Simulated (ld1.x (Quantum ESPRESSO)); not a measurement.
The numbers below are computed, except where a source is named.
Potentials for silicon compared

Generated with ld1.x 7.5 (TM, RRKJ, ultrasoft, PAW), atompaw 4.2 or ONCVPSP 4.0.1. The cutoff is in Ry: for ld1.x and atompaw files where the sum of valence levels is converged to 10 mRy in a Bessel basis, for ONCV files where the hardest occupied wave has 1 mHa per electron of residual kinetic energy. The error is the largest all-electron minus pseudo excitation energy over each file’s own four to seven test configurations (ionisations up to +4, promotions, holes and added fractions of an electron), all of which were solved. The labels leave out finer settings (local radius, basis sizes, second energies), which also bear on the numbers. Spin-polarised tests are not counted. The rows are a selection from randomly drawn settings: files with unsolved tests, undetermined cutoffs or missed reference levels are left out.

```csv
potential,cutoff (Ry),largest error (meV),bound ghosts
"RRKJ, PBE, non-relativistic, rc 1.60/1.95 (sp), local s, core correction yes, reference 3s1.5 3p2.5",21,+95,none
"TM semilocal, LDA (PZ), non-relativistic, rc 1.85/1.55/1.75 (spd), local p, core correction no, reference 3s2 3p1.5",30,+28,none
"TM, PBE, scalar-relativistic, rc 1.25/2.20/2.40 (spd), local d, core correction no, reference 3s2 3p2",50,+112,none
"TM semilocal, PBE, scalar-relativistic, rc 1.25/2.40/2.15 (spd), local p, core correction yes, reference 3s1.75 3p2.25",45,+83,none
```

Question: Fill in the row for Si: TM, LDA (PZ), fully relativistic, rc 1.40/1.55 (sp), local s, core correction yes, reference 3s1.5 3p2.5.

Answer: cutoff 35 Ry, largest error +67 meV, bound ghosts: none.

Question: Fill in the row for Si: TM, PBE, scalar-relativistic, rc 1.60/1.75 (sp), local s, core correction no, reference 3s1.75 3p2.25.

Answer: cutoff 15 Ry, largest error +6.3 meV, bound ghosts: none.

Question: Fill in the row for Si: TM, PBE, non-relativistic, rc 1.65/2.10 (sp), local s, core correction yes, reference 3s2 3p1.

Answer: cutoff 15 Ry, largest error +34 meV, bound ghosts: none.
